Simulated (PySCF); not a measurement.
trifluoroacetic acid (C2HF3O2), SMILES OC(=O)C(F)(F)F.

Geometry: PBE-D3(BJ)/def2-SVP. Other conformers were not sampled.

Calculation: TDDFT-CAM-B3LYP/def2-SVPD in PySCF.

Vertical excitations.  State labels are in the subgroup Cs.

Computed excitation energies, oscillator strengths and character:
```
state  symmetry  energy (eV)  λ (nm)      f                                            main pairs
-----  --------  -----------  ------  -----  ----------------------------------------------------
S1           A"         5.53     224  0.000                                        HOMO→LUMO 98 %
S2           A'         8.01     155  0.062                    HOMO−1→LUMO 54 %, HOMO→LUMO+1 41 %
S3           A'         8.61     144  0.159                    HOMO→LUMO+1 53 %, HOMO−1→LUMO 39 %
S4           A"         8.77     141  0.002                                      HOMO−2→LUMO 92 %
S5           A"         8.89     139  0.002                                    HOMO−1→LUMO+1 93 %
S6           A'         9.68     128  0.006                    HOMO→LUMO+2 68 %, HOMO→LUMO+3 17 %
S7           A'        10.07     123  0.004                                      HOMO−3→LUMO 98 %
S8           A"        10.36     120  0.005                    HOMO−6→LUMO 57 %, HOMO−5→LUMO 32 %
S9           A"        10.40     119  0.003                                      HOMO→LUMO+4 88 %
S10          A'        10.45     119  0.011  HOMO−4→LUMO 63 %, HOMO→LUMO+3 20 %, HOMO→LUMO+2 12 %
T1           A"         4.97     249      0                                        HOMO→LUMO 98 %
T2           A'         5.70     217      0                                      HOMO−1→LUMO 93 %
T3           A'         8.04     154      0                                      HOMO→LUMO+1 93 %
T4           A"         8.08     153      0                                      HOMO−2→LUMO 89 %
```
Triplets are in the Tamm–Dancoff approximation, which puts them higher than full response would, so one can lie above its singlet here.
